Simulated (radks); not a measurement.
The numbers below are computed, except where a source is named.
Q: Coulomb parameter of the 3d shell of the vanadium ion V+ in the model configuration [Ar] 3d3 4s1, as a second difference U = [E(n + 0.25) + E(n - 0.25) - 2 E(n)] / (0.25)^2 with all orbitals relaxed. "Bare": the charge of the atom changes with n. "Screened": the 4s shell takes up the change at fixed total charge, which measures U(3d,3d) + U(4s,4s) - 2 U(3d,4s). Level of theory: scalar-relativistic Kohn-Sham, SCAN, spin-unpolarised, spherical densities, finite nucleus; meta-GGA in the generalised Kohn-Sham scheme; Fermi nuclear charge, rms radius 3.6002 fm (a radial shooting solver on a logarithmic mesh with Libxc functionals). Estimate both.

A: U(bare) = 13.005 eV, U(screened by 4s) = 2.432 eV, against the Slater integral F0(3d,3d) = 18.363 eV with frozen orbitals.
